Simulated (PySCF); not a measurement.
## Broadened absorption spectrum of C4H4BrP3

C₄H₄BrP₃.
Cartesian coordinates in Å at the PBE0-D3(BJ)/def2-SVP level; atoms count from 1:
```xyz
12
C4H4BrP3 angstrom
C      2.2081    0.3042    0.3629
C      0.7303    0.0548    0.1486
P      0.2367   -1.6049    0.3409
C     -1.4549   -1.6603   -0.0038
P     -2.6698   -0.5175   -0.4496
C     -1.8187    1.0007   -0.5105
Br    -2.9463    2.4667   -0.9630
P     -0.1707    1.4924   -0.2420
H      2.3999    1.3112    0.7644
H      2.7571    0.2244   -0.5905
H      2.6465   -0.4326    1.0535
H     -1.8648   -2.6762    0.0880
```

Theory: PySCF 2.14.0, density-fitted response routines, TDDFT PBE0/def2-SVPD, vertical, gas phase, core orbitals frozen in the response. Relativistic effects, spin–orbit coupling among them, are left out although an element past zinc is present.

Computed states:

| state | E (eV) | f |
| --- | --- | --- |
| S1 | 3.44 | 0.0063 |
| S2 | 3.61 | 0.0046 |
| S3 | 3.63 | 0.0081 |
| S4 | 3.79 | 0.0001 |
| S5 | 3.87 | 0.016 |
| S6 | 3.91 | 0.084 |
| S7 | 4.42 | 0.145 |
| S8 | 4.58 | 0.229 |
| S9 | 4.59 | 0.042 |
| S10 | 4.73 | 0.0009 |

Broadening: Gaussians 0.25 eV wide at half height, area fixed by f = 4.319×10⁻⁹ ∫ε dν̃. The width is an assumption, not a result. The curve ends short of the highest state used, and states not computed would add to its high-energy end.

Task: Give the broadened spectrum and its maxima.

Result: 
(λ (nm), ε (L mol⁻¹ cm⁻¹)): (300.5, 1561), (304.1, 2880), (307.7, 5257), (311.2, 7934), (314.8, 10047), (318.4, 10643), (321.9, 9632), (325.5, 7566), (329.1, 5355), (332.6, 3679), (336.2, 2618), (339.8, 2079), (343.3, 1817), (346.9, 1640), (350.5, 1473), (354.0, 1306), (357.6, 1129), (361.1, 954), (364.7, 772), (368.3, 594), (371.8, 434), (375.4, 294), (379.0, 186), (382.5, 112), (386.1, 62), (389.7, 32), (393.2, 16), (396.8, 7), (400.4, 3), (403.9, 1)

Maxima: 318 nm (3.90 eV), ε about 11000, made up of S5 (15%) and S6 (84%) (ε in L mol⁻¹ cm⁻¹; maxima over ε = 5, shares over 10%).

Task: What would ε be at 3.90 eV, the highest of these maxima, with half the width (0.125 eV)?

Result: About 20800 L mol⁻¹ cm⁻¹ against 10700, a factor of about 1.95; a lone state at its own centre would give exactly 2.

Task: On this curve, what absorbance would a 10⁻⁵ mol/L sample give at 308 nm over a 1 cm path?

Result: 308 nm is 4.025 eV, where ε is about 5500 L mol⁻¹ cm⁻¹, so A = ε c l ≈ 0.055 (Beer–Lambert, with the gas-phase spectrum and the assumed width).

Task: Coming from long wavelengths, where does ε first pass 100 L mol⁻¹ cm⁻¹?

Result: At about 383 nm (3.24 eV), 0.21 eV below S1.

All these states lie below the vertical ionisation energy of 8.78 eV (ΔSCF).
